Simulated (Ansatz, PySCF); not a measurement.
Dimer: SiH4 (SMILES [SiH4]) (first 5 atoms) with AsH3 (SMILES [AsH3]); geometry from B3LYP-D3(BJ)/def2-TZVP, rigid monomers moved along the line of their centres of mass till Si1···H9 is 3.02 Å.
(charge 0, multiplicity 1):
```xyz
9

Si     0.0047    -0.0823     0.1973
H      0.3140    -0.6296    -1.1431
H     -1.4219     0.3073     0.2561
H      0.8518     1.1025     0.4583
H      0.2739    -1.1135     1.2247
As     0.1057     0.3954     3.8471
H     -0.6324     0.9859     5.0448
H     -0.7293    -0.8793     3.8901
H     -0.8565     1.0536     2.8636
```

Counterpoise-corrected where a basis set is named; no monomer relaxation. Rows marked so take none.

Rows in 6-31G* carry no dispersion term and start afresh at each structure (6-31G* with six Cartesian d functions); the Pople sets are all-electron and without relativity. MP2/6-31G* freezes PySCF's default core, which leaves 3d correlated.

Run with Ansatz (Gaussian basis) for Hartree–Fock, density functionals and correlated methods; PySCF for 6-31G* rows, the dispersion terms. 

Question: One of these levels gives -0.84 kcal/mol for the interaction energy. Name it.
A. MP2/6-31G* (no counterpoise)
B. wB97X-V/def2-TZVPPD
C. r2SCAN/def2-TZVPPD
D. PBE-D4/def2-TZVPPD

Answer: D, PBE-D4/def2-TZVPPD. The others give 0.13 (r2SCAN/def2-TZVPPD), -0.37 (wB97X-V/def2-TZVPPD), 0.79 (MP2/6-31G* (no counterpoise))

Ansatz is a program for electronic structure.
